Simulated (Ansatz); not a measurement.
C2H7BOSe can be A, `COB(C)[SeH]`, or B, `B[Se]C(C)O`.

Computed with Ansatz on PBE0-D4/def2-TZVP structures; ΔE is electronic, products minus reactants. CBS: MP2 limit from def2 TZ/QZ plus the TZ coupled-cluster correction, frozen cores. DFT in def2-TZVPP. For Se outer-core shells are correlated without core-valence functions, which leaves a few kJ/mol of doubt a bond. Scalar relativity is left out up to krypton. Each species was taken in one conformer, which may not be the lowest.

**Question.** Which is lower in electronic energy at CCSD(T)/CBS, and by how much? (Best estimate.)

**Answer.** The calculation gave: A, by 45.0 kcal/mol.

**Question.** Give E(B) − E(A) in kcal/mol with CCSD/def2-TZVPP, HF/def2-TZVPP, B2PLYP, CCSD(T)/def2-TZVPP, MP2/def2-TZVPP, PBE0-D4, PBE-D4. (An estimate is asked.)

**Answer.** Computed: CCSD/def2-TZVPP 46.1, HF/def2-TZVPP 49.0, B2PLYP 45.9, CCSD(T)/def2-TZVPP 45.2, MP2/def2-TZVPP 45.2, PBE0-D4 45.1, PBE-D4 43.5. None reverses the order clearly.

Largest T1 diagnostic: 0.013.

From PBE to PBE0 (25 % exact exchange), in def2-TZVPP and without D4, E(B) − E(A) moves by +1.6 kcal/mol. In def2-TZVPP, CCSD(T) changes the Hartree–Fock value by −3.8 kcal/mol (the triples alone add −0.9 kcal/mol) and MP2 by −3.8 kcal/mol.
